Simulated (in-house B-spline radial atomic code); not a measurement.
Configurations of Ar IV (Ar3+), with energies counted from [Ne] 3s2 3p3. Computed with a radial B-spline atomic code at the basis-set limit: non-relativistic wB97X, spin-polarised, spherical fractional occupations, point nucleus. Caution: exact exchange at fractional occupations of open shells leaves self-interaction of up to several eV. Shells without spins written out take the highest spin.

Occupations are held fixed; configurations that lie above the ionisation limit could autoionise.

| configuration | E - E(ref) (eV) | highest orbital | its <r> (bohr) |
| --- | --- | --- | --- |
| [Ne] 3s2 3p(1 up, 2 down) | 9.005 | 3p up | 1.416 |
| [Ne] 3s2 3p2 3d1 | 29.501 | 3d up | 1.646 |
| [Ne] 3s2 3p2 4p1 | 40.896 | 4p up | 3.423 |
| [Ne] 3s1 3p3 4f1 | 57.102 | 4f up | 4.624 |
| [Ne] 3s(0 up, 1 down) 3p(0 up, 3 down) 4f(1 up, 0 down) | 57.279 | 4f up | 4.69 |
| [He] 2s2 2p5 3s2 3p3 3d1 | 269.59 | 3d up | 1.486 |

(1) Order these further configurations by energy, lowest first.
A. [Ne] 3s1 3p4
B. [Ne] 3s2 3p2 4s1
C. [He] 2s2 2p5 3s2 3p3 4d1
D. [He] 2s2 2p(2 up, 3 down) 3s2 3p(1 up, 2 down) 4p(1 up, 0 down)
E. [Ne] 3s2 3p(2 up, 0 down) 4d(1 up, 0 down)

(2) How far above the reference does [Ne] 3s(1 up, 0 down) 3p(1 up, 3 down) lie?

Results:

(1) A (18.244 eV), B (34.641 eV), E (46.902 eV), C (289.94 eV), D (294.04 eV).

(2) 22.484 eV; its least bound orbital is 3p up with <r> = 1.411 bohr.
